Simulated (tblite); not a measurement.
A geometry optimisation, step by step.

Compound: CH₁₄OSi₅.
Numbering: `[CH3:1][Si@H:2]([O:3][SiH3:4])[SiH:5]([SiH3:6])[SiH3:7]` (hydrogens: H8, H9, H10 on C1; H11 on Si2; H12, H13, H14 on Si4; H15 on Si5; H16, H17, H18 on Si6; H19, H20, H21 on Si7)

Computed with GFN2-xTB (tblite), gas phase: L-BFGS steps from a force-field or distance-geometry start until the largest atomic force falls under 0.01 eV/Å. 5 of its 236 geometries are shown.

Step 0: E = -599.0059 eV, largest atomic force 2.496 eV/Å
```
atom  x, y, z in Å  |  force x, y, z in eV/Å
C1      1.034    0.291    1.498    0.032   0.313   0.630
Si2     0.805   -0.147   -0.299    1.487   0.279  -1.052
O3      1.586    1.026   -1.239    1.670  -1.390   1.228
Si4     3.267    0.808   -0.972   -0.676   0.263  -0.101
Si5    -1.328   -0.472   -0.715   -0.456  -0.413  -1.449
Si6    -2.019   -1.976    0.796    0.266  -0.579   0.679
Si7    -2.602    1.327   -0.463   -0.985   1.134   0.275
H8      0.556   -0.472    2.130    0.089   0.592  -0.096
H9      0.575    1.298    1.658    0.509  -0.901   0.288
H10     2.110    0.300    1.746   -0.713   0.289   0.167
H11     1.500   -1.433   -0.569   -0.028   0.097   0.071
H12     3.887    0.074   -2.071   -0.270   0.101  -0.072
H13     3.451   -0.037    0.250    0.265   0.381  -0.545
H14     3.918    2.089   -0.721   -0.309   0.042  -0.104
H15    -1.563   -0.962   -2.091    0.061  -0.065   0.041
H16    -2.896   -2.921    0.136   -0.196  -0.303   0.230
H17    -0.835   -2.627    1.413   -0.405  -0.096  -0.086
H18    -2.668   -1.242    1.883   -0.170  -0.206   0.067
H19    -2.404    1.870    0.903   -0.077   0.095  -0.302
H20    -4.002    0.858   -0.489    0.077   0.302  -0.054
H21    -2.383    2.366   -1.476   -0.170   0.065   0.184
```

Step 59: E = -600.3353 eV, largest atomic force 0.195 eV/Å
```
atom  x, y, z in Å  |  force x, y, z in eV/Å
C1      1.153    0.187    2.016    0.003   0.063  -0.029
Si2     1.056   -0.647    0.311   -0.009  -0.042  -0.019
O3      1.894    0.203   -0.799   -0.098   0.039   0.070
Si4     3.075    1.105   -1.419    0.160   0.065  -0.091
Si5    -1.113   -0.584   -0.510   -0.032  -0.052  -0.126
Si6    -2.405   -2.182    0.589    0.025   0.072   0.046
Si7    -2.228    1.470   -0.572   -0.058   0.049   0.032
H8      0.509   -0.321    2.728    0.010   0.025   0.013
H9      0.819    1.216    1.935   -0.082   0.095   0.078
H10     2.154    0.218    2.437    0.036  -0.087  -0.051
H11     1.798   -1.915    0.395   -0.028  -0.048   0.004
H12     3.234    0.602   -2.780    0.028  -0.012  -0.015
H13     4.264    0.917   -0.593    0.081   0.006  -0.011
H14     2.654    2.503   -1.400   -0.081   0.005   0.038
H15    -1.061   -0.966   -1.954    0.003  -0.055   0.117
H16    -3.404   -2.830   -0.249   -0.091  -0.048  -0.075
H17    -1.630   -3.271    1.190    0.022  -0.013   0.016
H18    -3.153   -1.569    1.693    0.012  -0.020  -0.012
H19    -2.104    2.218    0.690    0.006  -0.032  -0.059
H20    -3.671    1.249   -0.767    0.051   0.030   0.030
H21    -1.848    2.414   -1.631    0.044  -0.043   0.045
```

Step 118: E = -600.3843 eV, largest atomic force 0.038 eV/Å
```
atom  x, y, z in Å  |  force x, y, z in eV/Å
C1      1.124    0.173    2.133   -0.004   0.001   0.012
Si2     1.114   -0.738    0.463    0.015   0.008   0.019
O3      2.068    0.085   -0.574   -0.027  -0.007   0.020
Si4     2.712    1.227   -1.512    0.021   0.022   0.005
Si5    -1.022   -0.719   -0.456   -0.017   0.008  -0.033
Si6    -2.499   -2.215    0.543    0.009  -0.025   0.023
Si7    -1.831    1.469   -0.632    0.027  -0.014   0.012
H8      0.576   -0.386    2.885   -0.013  -0.012   0.005
H9      0.664    1.155    2.054    0.002   0.001  -0.004
H10     2.133    0.320    2.507    0.015  -0.004  -0.011
H11     1.861   -1.996    0.613   -0.008  -0.014  -0.003
H12     2.678    0.686   -2.869   -0.003   0.002  -0.011
H13     4.074    1.439   -1.026    0.004   0.004  -0.009
H14     1.904    2.441   -1.387   -0.008  -0.013   0.003
H15    -0.901   -1.211   -1.855    0.009   0.016  -0.007
H16    -3.551   -2.696   -0.356    0.020   0.014   0.003
H17    -1.838   -3.420    1.062   -0.020   0.019  -0.003
H18    -3.205   -1.624    1.683    0.010   0.011   0.006
H19    -1.676    2.200    0.635   -0.012  -0.020  -0.021
H20    -3.258    1.550   -0.961   -0.011   0.004  -0.004
H21    -1.135    2.276   -1.639   -0.010  -0.001  -0.001
```

Step 176: E = -600.3922 eV, largest atomic force 0.051 eV/Å
```
atom  x, y, z in Å  |  force x, y, z in eV/Å
C1      1.121    0.006    2.212   -0.002   0.005  -0.001
Si2     1.165   -0.745    0.466    0.033  -0.004   0.002
O3      2.123    0.191   -0.468   -0.013   0.009   0.020
Si4     2.609    1.329   -1.502    0.019  -0.002  -0.007
Si5    -0.951   -0.727   -0.489   -0.029  -0.030  -0.029
Si6    -2.453   -2.103    0.636   -0.014  -0.012   0.017
Si7    -1.794    1.426   -0.810    0.005   0.027   0.018
H8      0.515   -0.605    2.875    0.007   0.009   0.012
H9      0.697    1.008    2.208   -0.009   0.002  -0.003
H10     2.115    0.078    2.644   -0.004   0.000   0.003
H11     1.946   -1.990    0.528   -0.015  -0.017  -0.016
H12     2.414    0.784   -2.845   -0.001   0.002  -0.006
H13     4.016    1.561   -1.188    0.007   0.007  -0.006
H14     1.789    2.521   -1.287    0.000   0.015   0.008
H15    -0.824   -1.318   -1.850    0.001   0.010   0.013
H16    -3.606   -2.469   -0.189    0.006  -0.017   0.016
H17    -1.867   -3.363    1.111   -0.020   0.011  -0.013
H18    -3.011   -1.454    1.828    0.014  -0.001  -0.012
H19    -1.776    2.176    0.453    0.011   0.012   0.015
H20    -3.192    1.471   -1.253    0.001  -0.023  -0.017
H21    -1.044    2.241   -1.770    0.003  -0.002  -0.015
```

Step 235: E = -600.4013 eV, largest atomic force 0.009 eV/Å
```
atom  x, y, z in Å  |  force x, y, z in eV/Å
C1      1.093   -0.190    2.241    0.001  -0.002  -0.005
Si2     1.187   -0.738    0.423    0.004   0.000  -0.003
O3      2.045    0.395   -0.381   -0.001  -0.003   0.004
Si4     2.542    1.514   -1.430   -0.001  -0.002  -0.007
Si5    -0.941   -0.792   -0.511   -0.004   0.003   0.006
Si6    -2.447   -2.002    0.789    0.002  -0.008  -0.001
Si7    -1.721    1.345   -1.034   -0.001  -0.003   0.000
H8      0.615   -0.954    2.847    0.002  -0.002   0.003
H9      0.516    0.724    2.353    0.005   0.007  -0.001
H10     2.078   -0.005    2.660    0.001   0.000  -0.001
H11     2.056   -1.922    0.334   -0.002  -0.001   0.001
H12     2.077    1.107   -2.757   -0.001   0.001   0.002
H13     4.000    1.528   -1.342   -0.001  -0.002   0.006
H14     1.946    2.784   -1.018   -0.003   0.002   0.008
H15    -0.846   -1.525   -1.801   -0.001   0.000  -0.001
H16    -3.729   -2.235    0.120   -0.001   0.001   0.000
H17    -1.961   -3.326    1.191    0.000   0.003  -0.001
H18    -2.771   -1.304    2.038    0.000   0.000  -0.001
H19    -1.755    2.192    0.165   -0.001   0.002  -0.004
H20    -3.090    1.359   -1.564    0.000   0.001   0.000
H21    -0.901    2.061   -2.016    0.002   0.002  -0.007
```

Question: Summarise the path.

Answer: The energy falls by 1.3954 eV from step 0 to step 235; nine tenths of that is first reached at step 49. It falls at every step. The largest force goes from 2.496 to 0.009 eV/Å. Among the bonds Si2–Si5 changes most, from 2.197 to 2.324 Å; the atoms move by 1.271 Å rms after alignment.

Question: Follow the three bonds and two angles with the largest change from start to end.

Answer: 
| step | E above end (eV) | largest force (eV/Å) | Si2–Si5 (Å) | Si5–Si7 (Å) | O3–Si4 (Å) | Si2–O3–Si4 (°) | Si5–Si2–H11 (°) |
| --- | --- | --- | --- | --- | --- | --- | --- |
| 0 | 1.3954 | 2.496 | 2.197 | 2.219 | 1.715 | 106.1 | 107.0 |
| 10 | 0.5179 | 0.614 | 2.325 | 2.334 | 1.631 | 123.9 | 108.7 |
| 20 | 0.3192 | 0.211 | 2.341 | 2.345 | 1.633 | 134.6 | 111.5 |
| 31 | 0.2298 | 0.137 | 2.331 | 2.320 | 1.630 | 145.3 | 110.1 |
| 41 | 0.1845 | 0.238 | 2.325 | 2.323 | 1.626 | 149.4 | 113.7 |
| 51 | 0.1214 | 0.341 | 2.321 | 2.335 | 1.618 | 154.6 | 119.7 |
| 61 | 0.0609 | 0.103 | 2.328 | 2.337 | 1.614 | 159.7 | 121.1 |
| 72 | 0.0376 | 0.080 | 2.325 | 2.338 | 1.614 | 164.4 | 119.1 |
| 82 | 0.0331 | 0.042 | 2.324 | 2.337 | 1.614 | 167.4 | 118.3 |
| 92 | 0.0304 | 0.049 | 2.326 | 2.337 | 1.613 | 170.4 | 118.4 |
| 102 | 0.0258 | 0.075 | 2.326 | 2.336 | 1.610 | 171.0 | 120.3 |
| 112 | 0.0190 | 0.063 | 2.328 | 2.338 | 1.614 | 166.3 | 121.4 |
| 123 | 0.0158 | 0.019 | 2.325 | 2.337 | 1.613 | 163.3 | 120.5 |
| 133 | 0.0150 | 0.020 | 2.325 | 2.337 | 1.613 | 162.8 | 120.5 |
| 143 | 0.0137 | 0.038 | 2.324 | 2.336 | 1.614 | 162.3 | 120.1 |
| 153 | 0.0124 | 0.018 | 2.324 | 2.336 | 1.614 | 160.9 | 120.0 |
| 163 | 0.0119 | 0.016 | 2.326 | 2.336 | 1.613 | 160.6 | 120.0 |
| 174 | 0.0098 | 0.046 | 2.324 | 2.336 | 1.614 | 161.6 | 120.4 |
| 184 | 0.0062 | 0.036 | 2.323 | 2.335 | 1.612 | 163.2 | 119.6 |
| 194 | 0.0045 | 0.016 | 2.324 | 2.335 | 1.613 | 163.1 | 118.8 |
| 204 | 0.0039 | 0.015 | 2.324 | 2.335 | 1.613 | 162.5 | 119.0 |
| 215 | 0.0025 | 0.037 | 2.324 | 2.335 | 1.612 | 162.1 | 119.7 |
| 225 | 0.0005 | 0.028 | 2.324 | 2.335 | 1.612 | 164.5 | 119.8 |
| 235 | 0.0000 | 0.009 | 2.324 | 2.335 | 1.613 | 164.6 | 119.9 |

What follows is the cost of the whole relaxation. On Intel Xeon at 2.50 GHz, one thread, shared host with 64 logical CPUs at a one-minute load of 62, this took 11 s of wall time.
